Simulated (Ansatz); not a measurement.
Pb2S3. Total charge 0; singlet. Geometry r2SCAN-D4/def2-SVP; atoms count from 1.

```xyz
5

Pb    1.057   -0.536   -1.377
Pb   -0.725    1.163    1.194
S     0.122   -1.484    1.065
S     1.011    1.905   -0.558
S    -1.466   -1.047   -0.324
```

In the def2 sets Pb takes a core potential; there is no spin–orbit coupling. The structure comes from a short search, and lower isomers may exist.

(1) Estimate the Mulliken populations from the PBE0/def2-TZVP orbitals of Ansatz.

(2) And the Mayer bond orders between bonded heavy atoms (over 0.3)?

Results:

(1) 
```json
{"atom": "Pb1", "charge (e)": "0.62"}
{"atom": "Pb2", "charge (e)": "0.62"}
{"atom": "S3", "charge (e)": "-0.31"}
{"atom": "S4", "charge (e)": "-0.62"}
{"atom": "S5", "charge (e)": "-0.31"}
```
Mulliken values and Mayer orders depend strongly on the basis.

(2) Pb1–S3 0.55 (2.78 Å); Pb1–S4 0.99 (2.58 Å); Pb1–S5 0.55 (2.78 Å); Pb2–S3 0.55 (2.78 Å); Pb2–S4 0.99 (2.58 Å); Pb2–S5 0.55 (2.78 Å); S3–S5 1.09 (2.16 Å).
